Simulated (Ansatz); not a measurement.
`C[CH2][InH][O][SiH3]`, charge 0, multiplicity 1.

Task: Give a relaxed structure at PBE0-D4/def2-TZVP (Ansatz). (Best estimate.)

Result: The calculation gave: 
Z-matrix (Å, degrees):
```
C
C 1 1.522
H 1 1.092 2 112.0
H 1 1.092 2 112.0 3 -120.1
H 1 1.095 2 111.1 3 120.0
In 2 2.149 1 113.9 3 59.9
H 2 1.094 1 111.4 3 -61.1
H 2 1.094 1 111.4 3 -179.1
O 6 2.004 2 111.7 1 -0.2
H 6 1.708 2 140.0 1 179.8
Si 9 1.615 6 145.3 2 0.8
H 11 1.495 9 112.1 6 -60.9
H 11 1.495 9 112.1 6 59.2
H 11 1.490 9 110.5 6 179.2
```
Point group Cs.
This is one stationary point; other conformers may exist.
